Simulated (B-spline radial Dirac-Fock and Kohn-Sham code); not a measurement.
# Photoelectron lines of Ca¹⁰⁺ at 12000 eV

System: Ca¹⁰⁺, configuration 1s2 2s2 2p6.

Method: a relativistic central-field model (Hartree-Slater potential of the initial state, Latter tail, multipole expansion of the photon field, Dirac-Fock thresholds). Computed with a radial finite-basis atomic code. The asymmetry parameter β is from the dipole term alone. Kinetic energies are from the vacuum level.

```
  subshell  electrons  binding (eV)  kinetic (eV)  σ (kb)     β
    K (1s)          2        4299.8        7700.2    3.37  2.00
   L1 (2s)          2         680.1       11319.9   0.251  2.00
L2 (2p1/2)          2         593.6       11406.4  0.0235  0.45
L3 (2p3/2)          4         589.8       11410.2  0.0439  0.42
```

Branching ratios of the spin-orbit partners (statistical value in brackets): 2p 1.87 (2.00).
